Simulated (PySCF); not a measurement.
SMILES C=[CH][AlH][CH]=C, B3LYP/def2-SVP optimised geometry. Atoms within 1.6 Å of the plane z = 0.0 Å (x, y, z in Å): Al1 (-0.35, -0.25, 0.00), H2 (-1.11, -1.65, 0.00), C3 (1.60, -0.25, 0.00), C4 (2.30, -1.40, 0.00), H5 (2.19, 0.68, 0.00), H6 (3.40, -1.43, 0.00), H7 (1.81, -2.38, 0.00), C8 (-1.43, 1.38, 0.00), C9 (-2.77, 1.34, 0.00), H10 (-0.97, 2.38, 0.00), H11 (-3.40, 2.24, 0.00), H12 (-3.32, 0.39, 0.00).

Level of theory: B3LYP/def2-TZVP (PySCF 2.14.0). Cells within 0.4 Å of a nucleus heavier than hydrogen are left out (blank, or x).

Map of the electrostatic potential (hartree/e), clipped to [-0.08, 0.12] on the plane z = 0.0 Å:

```
|111111111111111111111111111|
|111111111111111111111111111|
|111111111111111111111111111|
|111111111112211111111111111|
|112222211222222111111111111|
|122233222234322211111111111|
|122479532499732211111111111|
|122599964899942222221111111|
|122699999999932222222211111|
|1124999999x9933223442211111|
|112399xx9xx9965336994221111|
|112399999999999669996221111|
|112599999999999999995211111|
|112499965999x9999x994222111|
|112357534999xx99xx996432221|
|111222212699999999999994221|
|111111101699999899xx9996321|
|111111000999965599xx9996321|
|111110000499312499999963221|
|111110000011001499994322211|
|111110000000001379942222111|
|111110000000001234422111111|
|111111000000011122221111111|
|111111100000111111111111111|
|111111111111111111111111111|
|111111111111111111111111111|
|111111111111111111111111111|
```
Scale: ten equal steps from -0.022 (start of '0') to 0.120 (end of '9'), in the order '0123456789'; x runs from -5.50 to 5.50, y from -5.50 (bottom) to 5.50 (top).
